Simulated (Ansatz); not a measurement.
Program: Ansatz. Geometries: PBE0-D4/def2-TZVP. ΔE: electronic, gas phase. CBS: MP2 limit from def2 TZ/QZ plus the TZ coupled-cluster correction, frozen cores. Functionals use def2-TZVPP. B3LYP here is the variant with VWN-RPA as its local correlation; programs differ in this. HSE06 is defined as in plane-wave codes. For Br outer-core shells are correlated without core-valence functions, which leaves a few kJ/mol of doubt a bond. Scalar relativity is left out up to krypton. One conformer a species, not always the lowest.

Reaction (ligand exchange at the Al–O bond): `[OH][Al]([O][SiH3])[O][SiH3]` + HBr → `[OH][Al]([Br])[O][SiH3]` + silanol

```csv
level,ΔE (kJ/mol),difference from CCSD(T)/CBS
LDA (SPW92),-5.0,-2.2
PBE-D4,-8.3,-5.5
revPBE-D4,-7.5,-4.7
BLYP-D4,4.2,7.0
r2SCAN-D4,-3.3,-0.5
B97M-V,0.8,3.6
PBE0-D4,-8.0,-5.2
r2SCANh-D4,-3.6,-0.8
r2SCAN0-D4,-4.0,-1.2
HSE06-D4,-8.5,-5.7
BHLYP-D4,3.3,6.1
CAM-B3LYP-D4,6.3,9.1
ωB97X-V,-2.7,0.1
ωB97M-V,-3.1,-0.3
B2PLYP,1.2,4.0
PBE-QIDH,-6.7,-3.9
PBE,-9.5,-6.7
revPBE,-10.7,-7.9
r2SCAN,-4.1,-1.3
PBE0,-9.1,-6.3
B3LYP,1.8,4.6
r2SCANh,-4.4,-1.6
r2SCAN0,-4.9,-2.1
HSE06,-9.6,-6.8
BHLYP,2.6,5.4
LC-ωPBE,-3.7,-0.9
RPA@PBE/def2-TZVPP,5.0,7.8
HF/def2-SVP,8.7,11.5
MP2/def2-SVP,5.0,7.8
CCSD/def2-SVP,9.8,12.6
CCSD(T)/def2-SVP,8.8,11.6
HF/def2-TZVPP,1.3,4.1
SCS-MP2/def2-TZVPP,1.9,4.7
CCSD/def2-TZVPP,2.8,5.6
CCSD(T)/def2-TZVPP,1.4,4.2
HF/def2-QZVPP,3.8,6.6
MP2/def2-QZVPP,-4.0,-1.2
HF/CBS(def2),4.1,6.9
MP2/CBS(def2),-6.6,-3.8
CCSD/CBS(def2),-1.5,1.3
CCSD(T)/CBS,-2.8,0
```

Largest T1 diagnostic among the species: 0.012.

At CCSD(T), def2-SVP lies +11.6 kJ/mol from the extrapolated value and def2-TZVPP +4.2 kJ/mol. Leaving LDA and LC-ωPBE aside and taking each functional with its dispersion term where it has one, the values spread over 14.8 kJ/mol, from HSE06-D4 to CAM-B3LYP-D4. LDA lies +4.5 kJ/mol from PBE without D4.
